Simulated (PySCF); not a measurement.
## Nonlinear optical response: 3-ethylfuran (CCc1ccoc1, C₆H₈O)

Molfile (atoms numbered from 1):
```
C6H8O
     RDKit          3D

 15 15  0  0  0  0  0  0  0  0999 V2000
   -2.0107    0.6365    0.4681 C   0  0  0  0  0  0  0  0  0  0  0  0
   -1.2032   -0.2679   -0.4575 C   0  0  0  0  0  0  0  0  0  0  0  0
    0.2644   -0.2514   -0.1699 C   0  0  0  0  0  0  0  0  0  0  0  0
    1.1646    0.8622   -0.2937 C   0  0  0  0  0  0  0  0  0  0  0  0
    2.3888    0.4093    0.0940 C   0  0  0  0  0  0  0  0  0  0  0  0
    2.3186   -0.8877    0.4497 O   0  0  0  0  0  0  0  0  0  0  0  0
    1.0358   -1.2789    0.2923 C   0  0  0  0  0  0  0  0  0  0  0  0
   -1.6851    1.6853    0.3869 H   0  0  0  0  0  0  0  0  0  0  0  0
   -3.0837    0.5994    0.2252 H   0  0  0  0  0  0  0  0  0  0  0  0
   -1.8869    0.3343    1.5193 H   0  0  0  0  0  0  0  0  0  0  0  0
   -1.5721   -1.3034   -0.3819 H   0  0  0  0  0  0  0  0  0  0  0  0
   -1.3697    0.0374   -1.5052 H   0  0  0  0  0  0  0  0  0  0  0  0
    0.9253    1.8679   -0.6346 H   0  0  0  0  0  0  0  0  0  0  0  0
    3.3685    0.8753    0.1643 H   0  0  0  0  0  0  0  0  0  0  0  0
    0.8129   -2.3138    0.5407 H   0  0  0  0  0  0  0  0  0  0  0  0
  1  2  1  0
  2  3  1  0
  3  4  1  0
  4  5  2  0
  5  6  1  0
  6  7  1  0
  7  3  2  0
  1  8  1  0
  1  9  1  0
  1 10  1  0
  2 11  1  0
  2 12  1  0
  4 13  1  0
  5 14  1  0
  7 15  1  0
M  END
```

Computed with PySCF 2.14.0, quadratic response CAM-B3LYP/aug-cc-pVDZ first hyperpolarisability, Taylor convention, gas phase. Geometry: PBE0-D3(BJ)/def2-SVP.

(1) Give β for the processes computed.

(2) Which lowest excitations, dipole and polarisabilities go with it?

## Answers

(1) In au, Taylor convention; the vector part is βᵢ = ⅓ Σⱼ (βᵢⱼⱼ + βⱼᵢⱼ + βⱼⱼᵢ); β∥ is 3/5 of the vector part along the dipole, the dipole points from − to +:
```tsv
process	λ (nm)	β vector norm	β∥	β HRS	depolarisation ratio
static β(0;0,0)	∞	90.8	-53.1	46.3	3.06
second harmonic β(−2ω;ω,ω)	1907	94.1	-55.0	48.7	2.97
Pockels β(−ω;ω,0)	1907	91.9	-53.7	–	–
second harmonic β(−2ω;ω,ω)	1064	101.9	-59.5	54.8	2.76
Pockels β(−ω;ω,0)	1064	94.3	-55.1	–	–
```

(2) S1 5.80 eV (f = 0.003); S2 6.01 eV (f = 0.139); S3 6.20 eV (f = 0.029); dipole 0.96 D; isotropic α 73.6 au static, 73.8 au at 1907 nm, 74.3 au at 1064 nm, 74.5 au at 953.5 nm, 76.6 au at 532 nm.
